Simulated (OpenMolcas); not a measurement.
A calculation on P2+.

```
Program             : OpenMolcas 26.06
Method              : CASSCF
Basis               : ANO-RCC-VTZP [5s4p2d1f]
Scalar Hamiltonian  : DKH2, point nucleus
Active space        : 3 electrons in 4 orbitals (3s 3p)
State averaging     : 2S+1 = 4 odd, 1 root; 2S+1 = 2 odd, 11 roots; 2S+1 = 4 even, 3 roots; 2S+1 = 2 even, 9 roots
Spin-orbit coupling : RASSI with atomic mean-field integrals over the reference wave functions, term energies averaged over their components
```

Problem. Which level of the active space comes out lowest?

Solution. 3s² 3p ²P°_1/2, with 100 % of that term; it is also the measured ground level.

Problem. How high does 3s 3p² ⁴P_5/2 lie?

Solution. 50362 cm⁻¹ above the lowest level; measured 57454 cm⁻¹ above the ground level, so the calculation is off by -12 %.

Problem. How high does 3s² 3p ²P°_3/2 lie?

Solution. 484 cm⁻¹ above the lowest level; measured 559 cm⁻¹ above the ground level, so the calculation is off by -13 %.

Problem. How high does 3s 3p² ²D_3/2 lie?

Solution. 86498 cm⁻¹ above the lowest level.

Measured values: Martin, Zalubas and Musgrove, J. Phys. Chem. Ref. Data 14, 751 (1985).

Terms of s pⁿ other than that of highest spin mix with s² pⁿ⁻² d, which this space lacks; all of them can be thousands of cm-1 off, and some have no real level of that name. Computed and measured levels are paired by configuration, term and J; levels that our copy of the source lacks, or whose pairing is in doubt (as where it misses far off the trend of its configuration), stay unpaired and out of the deviations. Levels of configurations outside the active space are missing.

° marks odd parity.
